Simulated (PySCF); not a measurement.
Orbital gap (eV) of eight silicon and germanium compounds: PBE beside r2SCAN, computed with PySCF for isolated molecules in the bases named; differences from unrounded values. The eight are the first of their class met in an unordered collection, after screening for sound electronic states; none was chosen by its value. Each molecule has one DFT geometry for both levels.

```csv
molecule,basis,r2SCAN,PBE,difference
"C3H5FSi, SMILES [SiH3]C=C=CF",def2-TZVP,4.38,3.99,-0.40
"CH₇NOSi, SMILES C[Si@H](N)O",def2-TZVP,7.05,6.01,-1.04
"Si(Cl)2(F)(SH) (Cl2FHSSi), SMILES F[Si](S)(Cl)Cl",def2-TZVP,6.19,5.55,-0.64
"Ge(Cl)(SH)3 (ClGeH3S3), SMILES [SH][Ge]([SH])([SH])[Cl]",def2-TZVP,4.61,4.10,-0.50
"Si(F)2(OH)(SMe) (CH₄F₂OSSi), SMILES CS[Si](O)(F)F",def2-TZVP,5.86,5.25,-0.61
"C2H6N2OSi, SMILES N[Si@@H]1COC=N1",def2-TZVP,5.46,4.92,-0.55
"ClH6NOSi2, SMILES [SiH2](O[SiH2]N)Cl",def2-TZVP,6.61,5.87,-0.74
"C₂H₃ClFNSi, SMILES C#C[Si@@](N)(F)Cl",def2-TZVP,5.74,5.19,-0.55
```

PBE lies below r2SCAN in 8 and above it in 0 of the eight; the mean signed difference is -0.63 and the largest -1.04 eV.
